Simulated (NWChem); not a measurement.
## H$_{2}$BO$_{2}$ in NWChem

```
B
O 1 1.3467
H 2 0.9746 1 115.61
O 1 1.3467 2 129.07 3 0.00
H 4 0.9746 1 115.61 2 0.00
```
Charge 0, spin multiplicity 2.

All runs are NWChem calculations. Structure: optimised with UB3LYP/def2-SVP, a minimum by its harmonic frequencies. It is one conformer; others weren't searched.

The correlated methods keep 3 core orbitals frozen. The Pople sets run with spherical d functions. The structure started from a generated list of species. The unpaired electrons of the parent sit in orbitals of symmetry a1 (C2v labels of the run); other states weren't searched. The stability of the SCF solutions was not checked.

Worked example. A B2PLYP run in 6-311G** ends its self-consistent part (53 % exact exchange, 47 % B88, 73 % LYP) at -176.26856 Ha, and second-order perturbation theory on those orbitals gives -0.57101 Ha unscaled.

The perturbative term enters with the weight 0.27: -176.26856 + 0.27·(-0.57101) = -176.42273 Ha is the total energy.
